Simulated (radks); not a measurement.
Initial-state core-level shifts of the promethium ion Pm3+ when its valence configuration changes from [Xe] 4f4. Calculated with a radial shooting solver on a logarithmic mesh with Libxc functionals: non-relativistic Kohn-Sham, BLYP, spin-unpolarised, spherical densities, point nucleus; relativity is left out, which matters for an element this heavy. Shifts are changes of the shell-averaged eigenvalues in eV (positive: less bound); the change of the density at the nucleus, which sets a Mossbauer isomer shift, is in e/bohr^3, on a base of 1.613e+05.

valence	1s	3p	4p	5p	density at nucleus
4f3.5 6s0.5	-5.809	-6.785	-6.103	-2.976	+12.17
4f3 6s1	-11.965	-14.000	-12.507	-6.010	+25.62
4f2 6p2	-26.761	-31.180	-27.648	-13.638	+25.78
4f2.5 5d0.5 6s1	-16.525	-19.676	-17.293	-7.563	+31.35
4f3 5d1	-8.372	-10.363	-8.946	-3.040	+9.69
4f2.5 6s1.5	-18.428	-21.603	-19.165	-9.082	+40.37
4f2 5d1 6s1	-21.252	-25.589	-22.201	-9.104	+37.34
4f2 5d2	-17.492	-21.773	-18.489	-6.042	+20.57
4f1.5 5d1 6s1 6p0.5	-28.518	-34.142	-29.561	-12.564	+45.53
